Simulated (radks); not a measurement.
Neutral krypton inside a hard spherical wall (all orbitals vanish at R), configuration held at [Kr] and not refilled when levels cross. Calculated with a radial shooting solver on a logarithmic mesh with Libxc functionals: scalar-relativistic Kohn-Sham, PBE, spin-unpolarised, spherical densities, point nucleus. Eigenvalues in eV, with the zero of energy where the potential of the charges vanishes at infinity; a dash marks a level that is unbound or too diffuse for the functional's potential to be trusted. A positive occupied level is held by the wall or, in an anion where self-interaction has pushed it up, behind a barrier. The pressure on the wall is -dE/dV.

| R (bohr) | E (hartree) | kinetic (hartree) | e(3p) | e(3d) | e(4s) | e(4p) | e(5s, empty) | e(5p, empty) | pressure (GPa) |
|---|---|---|---|---|---|---|---|---|---|
| free | -2790.26526 | 2854.102 | -195.19 | -81.401 | -23.049 | -9.247 | - | - | 0 |
| 20 | -2790.26526 | 2854.102 | -195.19 | -81.401 | -23.049 | -9.247 | - | - | < 0.0001 |
| 7 | -2790.26386 | 2854.116 | -195.10 | -81.311 | -22.975 | -9.176 | 1.625 | 4.792 | 0.110 |
| 6 | -2790.25803 | 2854.165 | -194.85 | -81.058 | -22.774 | -8.977 | 3.518 | 7.757 | 0.773 |
| 5 | -2790.22740 | 2854.376 | -193.94 | -80.160 | -22.090 | -8.267 | 7.810 | 13.845 | 5.92 |
| 4 | -2790.05682 | 2855.342 | -190.83 | -77.066 | -19.809 | -5.739 | 19.044 | 28.150 | 53.4 |
| 3.5 | -2789.75733 | 2856.808 | -187.08 | -73.357 | -17.029 | -2.510 | 31.488 | 42.875 | 176 |
| 2.5 | -2786.83478 | 2868.122 | -167.74 | -54.291 | 0.318 | 18.114 | 101.60 | 119.81 | 2610 |
| 2 | -2780.28000 | 2889.511 | -144.40 | -31.244 | 29.993 | 52.473 | 206.27 | 228.90 | 13200 |
